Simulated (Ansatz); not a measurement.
Z-matrix (Å, degrees):
```
C
Se 1 1.951
H 1 1.088 2 109.7
H 1 1.088 2 107.3 3 119.3
H 1 1.088 2 109.7 3 -121.4
B 2 1.884 1 103.8 3 61.4
Ge 6 2.055 2 124.1 1 0.0
H 6 1.194 2 113.1 1 -180.0
H 7 1.543 6 111.0 2 58.9
H 7 1.543 6 111.0 2 -59.0
H 7 1.538 6 113.0 2 180.0
```

The species carries charge 0 and has multiplicity 1.

**Question.** List the CAM-B3LYP/def2-TZVPP orbital energies in eV (the Gaussian-basis code of Ansatz). (Best estimate.)

**Answer.** The calculation gave: Occupied: -12353.07, -10851.66, -1582.24, -1420.46, -1420.41, -1420.41, -1355.94, -1206.89, -1206.89, -1206.88, -279.65, -214.84, -186.31, -170.73, -158.95, -158.79, -158.77, -121.04, -121.03, -120.99, -59.74, -59.70, -59.67, -59.55, -59.54, -34.62, -34.61, -34.56, -34.53, -34.53, -23.24, -19.99, -17.41, -14.64, -13.80, -13.80, -11.45, -11.16, -10.87, -10.40, -9.11, -8.77. Lowest empty: -0.64, 1.07, 1.93, 2.07, 2.74, 2.94, 2.98, 3.30.
